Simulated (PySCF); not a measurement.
## How methods differ on the ionisation energy of Er⁵⁹⁺

Er⁵⁹⁺ [He] 2s2 2p5 [2p1/2^2 2p3/2^3, M_J = 3/2] → Er⁶⁰⁺ [He] 2s2 2p4 [2p1/2^2 2p3/2^2, M_J = 2], as a difference of total energies. All numbers are calculated (PySCF 2.14, the two-component X2C-1e Hamiltonian, in an even-tempered Gaussian basis (17 s from 41 bohr⁻², ratio 2.4; 13 p from 53 bohr⁻², ratio 2.4; 5 d from 190 bohr⁻², ratio 2.6; 4 f from 280 bohr⁻², ratio 2.6)). Correlated levels: nothing frozen; the 30 highest virtual spinors dropped. "Screened" scales the spin-orbit matrix elements by Boettger's factors to mimic the two-electron term; Breit and QED terms are absent.

| method | ionisation energy (eV) |
| --- | --- |
| GHF (spin-free) | 13506.5 |
| GMP2 (spin-free) | 13508.2 |
| GHF (screened spin-orbit) | 13230.8 |
| GMP2 (screened spin-orbit) | 13232.4 |

For this ion Breit and QED terms and the two-electron picture change, all absent here, outweigh the correlation shift from GHF to GMP2.

The spin-free rows relax to the high-spin LS determinant and lack the spin-orbit shift.

The labels give the starting determinants; with spin-orbit coupling the two ends relaxed to ⟨J²⟩ = 3.75, ⟨L²⟩ = 2.02, ⟨S²⟩ = 0.77 and ⟨J²⟩ = 6.00, ⟨L²⟩ = 3.28, ⟨S²⟩ = 1.38.

For comparison: 13217 ± 7 eV (theoretical estimate listed by NIST; NIST Atomic Spectra Database, ionization energies).
